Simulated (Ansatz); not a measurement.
Reaction (cleavage of the Si–Si bond): `N[Si]([SiH3])(Cl)O[SiH3]` + `[OH][GeH2][OH]` → `[OH][GeH2][O][SiH3]` + `N[SiH](Cl)O[SiH3]`

Calculated with Ansatz (gas phase, PBE0-D4/def2-TZVP geometries, no zero-point term in ΔE). CCSD(T)/CBS adds triple-zeta CCSD(T) − MP2 to the extrapolated MP2 energy (def2 sets, frozen cores). Functionals use def2-TZVPP. For Ge outer-core shells are correlated without core-valence functions, which leaves a few kJ/mol of doubt a bond. Scalar relativity is left out up to krypton. Each species was taken in one conformer, which may not be the lowest.

| level | ΔE (kJ/mol) |
| --- | --- |
| B2PLYP | -116.8 |
| CCSD/CBS(def2) | -116.1 |

(1) What does CCSD(T)/CBS give? (An estimate is asked.)

Largest T1 diagnostic among the species: 0.012.

## Answers

(1) Ansatz gave: -111.5 kJ/mol. The listed levels differ from it by -5.3, -4.6 kJ/mol.

The D4 term adds +5.0 kJ/mol with B3LYP and +3.0 kJ/mol with PBE0; it sums over pairs of atoms, weighted by their polarisabilities, and B3LYP, whose exchange is more repulsive, gets the larger term. From PBE to PBE0 (25 % exact exchange), in def2-TZVPP and without D4, ΔE moves by −10.7 kJ/mol.

B3LYP here is the variant with VWN-RPA as its local correlation; programs differ in this.
